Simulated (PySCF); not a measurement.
GaH5OP2, SMILES [Ga]([PH2])([PH2])[OH]. Atoms are numbered in the order given.

```xyz
9

Ga     0.2256    -0.0912    -0.0710
O      1.8529    -0.5871    -0.6580
H      2.4417    -0.9759     0.0013
P     -0.3030    -0.2742     2.2095
H      0.2505    -1.5890     2.3195
H     -1.6241    -0.7468     1.9359
P     -1.0248     0.9748    -1.7280
H     -2.2505     0.3597    -1.3224
H     -0.7160    -0.0332    -2.6929
```

Coordinates come from a B3LYP-D3(BJ)/def2-SVP optimisation. The structure was generated by enumeration; whether it is a known compound was not checked. The values are those of a single conformer.

Level of theory: B3LYP/pcSseg-1 (PySCF).

GIAO shieldings, no solvent; atoms listed in one row are averaged. δ = σ(ref) − σ: ¹⁷O against H2O (σ = 333.8 ppm); ¹H against TMS (σ = 31.68 ppm); ³¹P against PH3 (σ = 567.1 ppm), references at their B3LYP-D3(BJ)/def2-TZVP geometries, non-relativistic.

Q: Estimate the chemical shifts. (Estimate from the structure and the level; the computed values follow.)

A: 
```tsv
nucleus	atoms	count	δ (ppm)
¹⁷O	O2	1	146.4
¹H	H3	1	3.96
¹H	H9	1	2.13
¹H	H5	1	1.84
¹H	H6	1	1.82
¹H	H8	1	1.58
³¹P	P4	1	16.5
³¹P	P7	1	8.7
```
